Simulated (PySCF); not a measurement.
## Core binding energy against partial charge

Compound: C6H6O2.
Numbering: `[CH3:1][C:2](=[O:3])[c:4]1[cH:5][cH:6][cH:7][o:8]1`

Structure used (PBE0-D3(BJ)/def2-SVP), in Å, numbered top down from 1:
```xyz
14
C6H6O2 angstrom
C     -2.333    0.046    0.151
C     -1.274   -0.300    1.164
O     -1.533   -0.654    2.294
C      0.127   -0.191    0.730
C      1.299   -0.427    1.403
C      2.346   -0.151    0.483
C      1.731    0.231   -0.678
O      0.399    0.209   -0.538
H     -2.219    1.089   -0.183
H     -3.320   -0.097    0.605
H     -2.232   -0.586   -0.745
H      1.370   -0.758    2.436
H      3.418   -0.225    0.652
H      2.109    0.535   -1.651
```

Binding energies: delta-SCF UKS SCAN, pcX-2 on the ionised atom, pcseg-1 elsewhere, spin-free X2C in PySCF 2.14.0. Charges: PBE0/pcSseg-1 ground-state density, for the ionised atom.

| atom | environment | C 1s (eV) | Mulliken (e) | IAO (e) | Hirshfeld (e) | ESP (e) |
| --- | --- | --- | --- | --- | --- | --- |
| C5 | aromatic CH carbon | 290.80 | -0.083 | -0.171 | -0.060 | -0.209 |
| C1 | methyl carbon next to a carbonyl | 290.88 | -0.262 | -0.470 | -0.126 | -0.527 |
| C6 | aromatic CH carbon | 290.89 | -0.161 | -0.216 | -0.081 | -0.204 |
| C4 | substituted aromatic carbon | 291.87 | +0.107 | +0.091 | +0.035 | +0.026 |
| C7 | aromatic CH next to a ring oxygen | 292.06 | +0.169 | +0.028 | +0.024 | -0.062 |
| C2 | ketone carbonyl carbon | 293.07 | +0.228 | +0.368 | +0.147 | +0.634 |

Q: Give the correlation coefficient and slope of binding energy on charge for each scheme.

A: Hirshfeld: r = 0.97, slope 8.9 eV per e; IAO: r = 0.92, slope 2.9 eV per e; ESP: r = 0.91, slope 2.1 eV per e; Mulliken: r = 0.91, slope 4.2 eV per e. Hirshfeld charges have the highest r, on only 6 points.

Q: The point-charge model writes a binding energy as kq + V + constant, with V the potential of the other atoms' charges at the site. What does it give with the Hirshfeld charges?

A: V = Σ 14.40 eV Å × q/r over all other atoms: +0.67 eV at C5, +2.11 eV at C1, +1.07 eV at C6, -0.53 eV at C4, -0.02 eV at C7, -2.83 eV at C2. Fitting binding energy − V to q gives k = 25.7 eV per e and leaves an rms residual of 0.25 eV, against 0.21 eV for the fit on q alone. The model has no term for differences in relaxation between sites.

The structure is a single PBE0-D3(BJ)/def2-SVP conformer in the gas phase; no vibrational or solvent corrections.
